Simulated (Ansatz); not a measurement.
Species: BiF3, charge 1, multiplicity 2. SMILES of the parent species: [F][Bi]([F])[F]

Atoms: Bi1, F2, F3, F4. Bonds: Bi1-F2, Bi1-F3, Bi1-F4.

Bond lengths (Å) and angles (degrees) optimised at HF/6-31G* with LANL2DZ past Ar with Ansatz (a quantum-chemistry and plane-wave program); PBE/6-31G* with LANL2DZ past Ar with Ansatz; B3LYP/LANL2DZ with Ansatz; B3LYP/6-31G* with LANL2DZ past Ar with Ansatz; MP2/6-31G* with LANL2DZ past Ar with Ansatz, each started from the B3LYP-D3(BJ)/def2-TZVP structure (Ansatz) of the last column. A row stands for all coordinates that are equal there. 6-31G* holds six Cartesian d functions. No wavenumbers were computed at PBE/6-31G* with LANL2DZ past Ar, B3LYP/LANL2DZ, MP2/6-31G* with LANL2DZ past Ar, so these may be saddle points.

| coordinate | HF/6-31G* with LANL2DZ past Ar | PBE/6-31G* with LANL2DZ past Ar | B3LYP/LANL2DZ | B3LYP/6-31G* with LANL2DZ past Ar | MP2/6-31G* with LANL2DZ past Ar | B3LYP-D3(BJ)/def2-TZVP |
|---|---|---|---|---|---|---|
| Bi1-F2 | 1.859 | 1.945 | 1.985 | 1.914 | 1.879 | 1.981 |
| F2-Bi1-F3 | 106.4 | 104.4 | 105.1 | 105.0 | 106.7 | 105.4 |

Mean signed difference of all 3 bond lengths from B3LYP-D3(BJ)/def2-TZVP: HF/6-31G* with LANL2DZ past Ar -0.122 Å, PBE/6-31G* with LANL2DZ past Ar -0.035 Å, B3LYP/LANL2DZ 0.004 Å, B3LYP/6-31G* with LANL2DZ past Ar -0.066 Å, MP2/6-31G* with LANL2DZ past Ar -0.101 Å.
